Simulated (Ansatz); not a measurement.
Mulliken charges of Ge₂H₆O, SMILES `[OH][GeH2][GeH3]` from r2SCAN/def2-TZVPP in Ansatz (PBE0-D4/def2-TZVP geometry).

```csv
atom,x (Å),y (Å),z (Å),charge (e)
O1,-1.650,1.102,-0.818,-0.441
Ge2,0.053,1.017,-0.275,0.317
Ge3,0.517,-1.168,0.683,0.009
H4,-1.834,0.500,-1.542,0.188
H5,0.985,1.304,-1.475,-0.035
H6,0.163,2.148,0.758,-0.010
H7,1.999,-1.278,1.079,-0.010
H8,0.208,-2.263,-0.353,-0.014
H9,-0.352,-1.408,1.926,-0.005
```

Task: By hand: the dipole of these point charges (1 e Å = 4.8032 D).

Result: Σ q r = (0.347, -0.096, 0.018) e Å, of length 0.360 e Å = 1.73 D.

Task: How does the dipole of the full density compare? (An estimate is asked.)

Result: The calculation gave: (0.166, -0.179, -0.124) e Å, 1.32 D; the point charges give 1.31 times that, at 43° from its direction.

Point charges leave out the atoms' own dipoles, such as those of lone pairs, and Mulliken's split depends on the basis, so the two needn't agree.
